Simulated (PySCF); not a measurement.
SMILES [CH3][Al]([CH3])[CH2][SiH](C)C (C5H15AlSi), GFN2-xTB optimised geometry.

```
22

Si     1.26    -0.68     0.00
C      3.16    -0.68     0.00
C      0.64     1.12     0.00
C      0.54    -1.52    -1.55
Al    -1.24    -0.71    -2.00
C     -2.77    -1.01    -0.77
C     -1.41     0.40    -3.65
H      0.79    -1.34     1.24
H      3.56    -0.16    -0.87
H      3.55    -0.18     0.88
H      3.56    -1.69    -0.01
H      1.08     1.69    -0.81
H     -0.44     1.14    -0.14
H      0.86     1.64     0.93
H      0.49    -2.60    -1.37
H      1.23    -1.39    -2.38
H     -2.45    -1.52     0.15
H     -3.26    -0.08    -0.45
H     -3.56    -1.63    -1.21
H     -0.70     1.23    -3.68
H     -1.23    -0.18    -4.56
H     -2.41     0.83    -3.75
```

Density from PySCF with PBE0/def2-SVP at that geometry.

Minimum of the electron density along straight lines between bonded atoms, close to the bond critical point (lines longer than 1.1 times the sum of covalent radii, or with two minima, are not listed):

```json
[
 {"bond": "Si1–C2", "length / Å": "1.906", "ρ at the minimum / e bohr⁻³": "0.110", "∇²ρ there / e bohr⁻⁵": "0.32", "position (fraction from the first atom)": "0.38"},
 {"bond": "Si1–C3", "length / Å": "1.904", "ρ at the minimum / e bohr⁻³": "0.109", "∇²ρ there / e bohr⁻⁵": "0.33", "position (fraction from the first atom)": "0.38"},
 {"bond": "Si1–C4", "length / Å": "1.907", "ρ at the minimum / e bohr⁻³": "0.108", "∇²ρ there / e bohr⁻⁵": "0.30", "position (fraction from the first atom)": "0.38"},
 {"bond": "C4–Al5", "length / Å": "2.000", "ρ at the minimum / e bohr⁻³": "0.076", "∇²ρ there / e bohr⁻⁵": "0.30", "position (fraction from the first atom)": "0.60"},
 {"bond": "Al5–C6", "length / Å": "1.993", "ρ at the minimum / e bohr⁻³": "0.078", "∇²ρ there / e bohr⁻⁵": "0.30", "position (fraction from the first atom)": "0.40"},
 {"bond": "Al5–C7", "length / Å": "1.993", "ρ at the minimum / e bohr⁻³": "0.078", "∇²ρ there / e bohr⁻⁵": "0.30", "position (fraction from the first atom)": "0.40"},
 {"bond": "Si1–H8", "length / Å": "1.478", "ρ at the minimum / e bohr⁻³": "0.114", "∇²ρ there / e bohr⁻⁵": "0.31", "position (fraction from the first atom)": "0.49"},
 {"bond": "C2–H9", "length / Å": "1.086", "ρ at the minimum / e bohr⁻³": "0.271", "∇²ρ there / e bohr⁻⁵": "-0.96", "position (fraction from the first atom)": "0.62"},
 {"bond": "C2–H10", "length / Å": "1.086", "ρ at the minimum / e bohr⁻³": "0.272", "∇²ρ there / e bohr⁻⁵": "-0.96", "position (fraction from the first atom)": "0.62"},
 {"bond": "C2–H11", "length / Å": "1.086", "ρ at the minimum / e bohr⁻³": "0.272", "∇²ρ there / e bohr⁻⁵": "-0.97", "position (fraction from the first atom)": "0.62"},
 {"bond": "C3–H12", "length / Å": "1.086", "ρ at the minimum / e bohr⁻³": "0.271", "∇²ρ there / e bohr⁻⁵": "-0.96", "position (fraction from the first atom)": "0.62"},
 {"bond": "C3–H13", "length / Å": "1.091", "ρ at the minimum / e bohr⁻³": "0.266", "∇²ρ there / e bohr⁻⁵": "-0.91", "position (fraction from the first atom)": "0.61"},
 {"bond": "C3–H14", "length / Å": "1.085", "ρ at the minimum / e bohr⁻³": "0.272", "∇²ρ there / e bohr⁻⁵": "-0.98", "position (fraction from the first atom)": "0.63"},
 {"bond": "C4–H15", "length / Å": "1.095", "ρ at the minimum / e bohr⁻³": "0.261", "∇²ρ there / e bohr⁻⁵": "-0.87", "position (fraction from the first atom)": "0.62"},
 {"bond": "C4–H16", "length / Å": "1.097", "ρ at the minimum / e bohr⁻³": "0.260", "∇²ρ there / e bohr⁻⁵": "-0.87", "position (fraction from the first atom)": "0.62"},
 {"bond": "C6–H17", "length / Å": "1.096", "ρ at the minimum / e bohr⁻³": "0.264", "∇²ρ there / e bohr⁻⁵": "-0.91", "position (fraction from the first atom)": "0.62"},
 {"bond": "C6–H18", "length / Å": "1.096", "ρ at the minimum / e bohr⁻³": "0.263", "∇²ρ there / e bohr⁻⁵": "-0.90", "position (fraction from the first atom)": "0.62"},
 {"bond": "C6–H19", "length / Å": "1.095", "ρ at the minimum / e bohr⁻³": "0.263", "∇²ρ there / e bohr⁻⁵": "-0.90", "position (fraction from the first atom)": "0.62"},
 {"bond": "C7–H20", "length / Å": "1.095", "ρ at the minimum / e bohr⁻³": "0.263", "∇²ρ there / e bohr⁻⁵": "-0.90", "position (fraction from the first atom)": "0.62"},
 {"bond": "C7–H21", "length / Å": "1.096", "ρ at the minimum / e bohr⁻³": "0.263", "∇²ρ there / e bohr⁻⁵": "-0.90", "position (fraction from the first atom)": "0.62"},
 {"bond": "C7–H22", "length / Å": "1.096", "ρ at the minimum / e bohr⁻³": "0.265", "∇²ρ there / e bohr⁻⁵": "-0.91", "position (fraction from the first atom)": "0.62"}
]
```
